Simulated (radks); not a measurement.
Values are calculated unless marked as measured or tabulated.
All-electron atom: Mo34+ in [He] 2s2 2p4. Code: a radial shooting solver on a logarithmic mesh with Libxc functionals. Model: Dirac Kohn-Sham, BLYP, spin-unpolarised, spherical densities, finite nucleus; open shells fill j = l - 1/2 first; Fermi nuclear charge, rms radius 4.4091 fm.

Radial electron density D(r) = 4 pi r^2 rho(r):

```
   r/bohr * D(r) (the largest magnitude, 51.5, reaches the edge; | marks zero)
 0.002582 |    *
 0.003129 |     *
 0.003791 |        *
 0.004593 |           *
 0.005566 |               *
 0.006744 |                    *
 0.008171 |                         *
 0.009901 |                                *
    0.012 |                                       *
  0.01454 |                                             *
  0.01761 |                                                   *
  0.02134 |                                                      *
  0.02565 |                                                      *
  0.03108 |                                                   *
  0.03766 |                                              *
  0.04563 |                                        *
  0.05529 |                                    *
    0.067 |                                     *
  0.08118 |                                         *
  0.09836 |                                              *
   0.1192 |                                             *
   0.1444 |                                      *
    0.175 |                          *
    0.212 |              *
   0.2569 |     *
   0.3113 | *
   0.3771 *
    0.457 *
```

D(r) has 2 maxima, at r = 0.0237, 0.108 bohr, and minima at 0.0589 bohr, inside which lie 2.23 electrons.
